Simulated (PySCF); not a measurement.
LaF3(NH3): one run

LaF3(NH3) (singlet). PySCF 2.14.0, RKS CAM-B3LYP, La lcecp-1-SVP with ECP46, F def2-SVP, N def2-SVP, H def2-SVP; non-relativistic Hamiltonian with scalar-relativistic core potentials where named; density fitting; no spin-orbit coupling. Purpose: level CAM-B3LYP.

```python
mol = gto.M(atom='''
La     0.11515    -0.11515     0.11515
F      1.21206     1.38543     1.21206
F     -1.38543    -1.21206     1.21206
F      1.21206    -1.21206    -1.38543
N     -1.45893     1.45893    -1.45893
H     -2.08082     2.08082    -0.91844
H     -0.91844     2.08082    -2.08082
H     -2.08082     0.91844    -2.08082''',
    basis={'La': 'lcecp-1-SVP', 'F': 'def2-SVP', 'N': 'def2-SVP', 'H': 'def2-SVP'},
    ecp={'La': 'lcecp-1-SVP'},
    charge=0, spin=0)
mf = dft.RKS(mol, xc='CAMB3LYP')
mf.grids.atom_grid = (75, 302)  # f atoms: unpruned, at least (60, 302)
mf = mf.density_fit()  # fitting sets: La AutoAux, F def2-universal-JKFIT, N def2-universal-JKFIT, H def2-universal-JKFIT
mf.conv_tol = 1e-08; mf.max_cycle = 55
mf.kernel(dm0)  # dm0: converged density of the relaxed state
mf.nuc_grad_method().kernel()
```

Run from Python with OMP_NUM_THREADS=2; the lines above give its settings. Where DIIS fails, smearing, a level shift and second-order steps follow.
It took 8.5 s on 2 threads of Arm Neoverse V1 (shared host), from an already converged density.

**Question.** Where do the frontier levels lie, over both spins?

**Answer.** HOMO -10.46 eV, LUMO -0.36 eV. The large-core potential holds the 4f shell empty.

**Question.** What does the SCF print?

**Answer.** 
```
init E= -387.545747387017
cycle= 1 E= -387.5501269535  delta_E= -0.00438  |g|= 0.115  |ddm|= 0.266
cycle= 2 E= -387.547913027489  delta_E= 0.00221  |g|= 0.164  |ddm|= 0.19
cycle= 3 E= -387.552349337808  delta_E= -0.00444  |g|= 0.0044  |ddm|= 0.102
cycle= 4 E= -387.552352777898  delta_E= -3.44e-06  |g|= 0.00226  |ddm|= 0.00538
cycle= 5 E= -387.552353782859  delta_E= -1e-06  |g|= 0.000677  |ddm|= 0.00202
cycle= 6 E= -387.552353889183  delta_E= -1.06e-07  |g|= 4.35e-05  |ddm|= 0.000853
cycle= 7 E= -387.552353890834  delta_E= -1.65e-09  |g|= 1.19e-05  |ddm|= 0.000142
Extra cycle  E= -387.552353890911  delta_E= -7.75e-11  |g|= 8.45e-06  |ddm|= 2.82e-05
converged SCF energy = -387.552353890911
```

**Question.** What are the Mulliken charges and spins?

**Answer.** 
```json
{"atom": "La1", "charge (e)": "1.262", "spin (e)": "0.000"}
{"atom": "F2", "charge (e)": "-0.479", "spin (e)": "0.000"}
{"atom": "F3", "charge (e)": "-0.479", "spin (e)": "0.000"}
{"atom": "F4", "charge (e)": "-0.479", "spin (e)": "0.000"}
{"atom": "N5", "charge (e)": "-0.303", "spin (e)": "0.000"}
{"atom": "H6", "charge (e)": "0.159", "spin (e)": "0.000"}
{"atom": "H7", "charge (e)": "0.159", "spin (e)": "0.000"}
{"atom": "H8", "charge (e)": "0.159", "spin (e)": "0.000"}
```

**Question.** What forces act on the atoms (eV/Å)?

**Answer.** 
```
La   0.10 -0.10  0.10
F   -0.12 -0.11 -0.12
F    0.11  0.12 -0.12
F   -0.12  0.12  0.11
N   -0.27  0.27 -0.27
H    0.24 -0.24 -0.17
H   -0.17 -0.24  0.24
H    0.24  0.17  0.24
```
Forces carry noise of the integration grid, about 0.01 to 0.03 eV/Å.

The geometry was relaxed with BP86 (La lcecp-1-SVP with ECP46, F def2-SVP, N def2-SVP, H def2-SVP).
